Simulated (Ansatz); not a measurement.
Task: Name a neutral molecule of Al, N, S, Si and H with HOMO energy (PBE0/def2-TZVPP) between -7.10 and -6.80 eV and HOMO–LUMO gap (ωB97M-V/def2-TZVPP) between 8.70 and 9.00 eV (Ansatz, PBE0-D4/def2-TZVP geometry).

Result: `[NH2][AlH][SiH]1[SiH2]S1` (-6.87 eV, 8.88 eV). Other molecules can fit too; these were computed, each in one conformer that needn't be the lowest.
